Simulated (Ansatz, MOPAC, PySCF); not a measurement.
Torsion H4–O1–Te2–Si3 in H4OSiTe (SMILES O[Te][SiH3]); at each angle all else is relaxed with GFN2-xTB, and the levels are single points there.
Geometry at 90° (charge 0, multiplicity 1):
```xyz
7

O      2.08728     0.16295    -0.49878
Te     1.22417    -1.51947     0.18254
Si    -0.94803    -1.03464    -0.94230
H      1.95318     0.88233     0.11567
H     -0.86008    -1.02487    -2.39999
H     -1.81665    -2.11919    -0.50131
H     -1.50208     0.24735    -0.50512
```

On the grid 0° to 330°, 0° is the highest and 90° the lowest point at MP2/CBS(def2-TZVPP, def2-QZVPP) + ΔCCSD(T)/def2-TZVPP.

Cores are frozen in the correlated methods. Filled d and f shells under p-block atoms count as core. Rows in LANL2DZ carry no dispersion term and start afresh at each structure. LANL2DZ brings its own core potentials from Na on. The state that AM1 reach isn't checked.

Programs: Ansatz (Gaussian basis) for Hartree–Fock, density functionals and correlated methods; MOPAC for AM1 (differences of heats of formation); PySCF for LANL2DZ rows, M06-2X, the dispersion terms. Each number belongs to the level named beside it. In def2 rows elements past Kr take small-core potentials, without spin–orbit coupling.

| level | energy at 0° less that at 90° (kJ/mol) |
|---|---|
| AM1 | 20.3 |
| PBE-D3(BJ)/def2-TZVPP | 15.7 |
| BLYP/def2-TZVPP | 16.8 |
| r2SCAN-D3(BJ)/def2-TZVPP | 16.2 |
| r2SCAN-D4/def2-TZVPP | 16.2 |
| B3LYP/LANL2DZ | ? |
| PBE0-D4/def2-TZVPP | 16.2 |
| M06-2X/def2-TZVPP | 15.9 |
| SCS-MP2/def2-TZVPP | ? |

Task: What belongs in the gaps?

Result: 
- B3LYP/LANL2DZ, energy at 0° less that at 90° (kJ/mol): 22.0
- SCS-MP2/def2-TZVPP, energy at 0° less that at 90° (kJ/mol): 17.4

Ansatz is a first-principles code.
